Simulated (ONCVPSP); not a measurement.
Transferability test, ONCV potential for Se (Z = 34)

| Property | Result |
| --- | --- |
| Element | Se (Z = 34) |
| Generator | ONCVPSP 4.0.1 |
| Type | optimised norm-conserving Vanderbilt (ONCV) |
| Functional | PBEsol |
| Relativity | scalar-relativistic |
| Frozen core | [Ne] |
| Valence charge | 24 |
| Reference configuration | 3s2 3p6 3d10 4s2 4p4 |
| Partial waves | 3s+4s: rc 1.10 bohr, ncon 4, nbas 7, qcut 10.7 1/bohr, 2 projectors; 3p+4p: rc 1.00 bohr, ncon 4, nbas 8, qcut 11.3 1/bohr, 2 projectors; 3d: rc 0.90 bohr, ncon 4, nbas 8, qcut 14.5 1/bohr, local |
| Local potential | the d channel |
| Core correction | Teter function, fcfact 6, rcfact 1.3 |

Energies are relative to the spin-unpolarised reference configuration 3s2 3p6 3d10 4s2 4p4; without spin polarisation the order of configurations can differ from experiment.

| valence configuration | charge | ΔE all-electron (eV) | error AE − PS (meV) |
| --- | --- | --- | --- |
| 3s2 3p6 3d10 4s2 4p3 | +1 | 10.850 | -0.9 |
| 3s2 3p6 3d10 4s2 4p1 | +3 | 62.119 | -6.8 |
| 3s2 3p5 3d10 4s2 4p4 | +1 | 164.121 | -215 |

What are ΔE and the potential's error for 3s2 3p6 3d10 4s2 4p2?

ΔE = 31.217 eV all-electron; the error (AE − PS) is -3.0 meV.

Note: ghosts flagged at negative energy: s at -920.4 eV; no localised positive-energy state flagged. A true bound ghost makes a file unfit for plane-wave use.
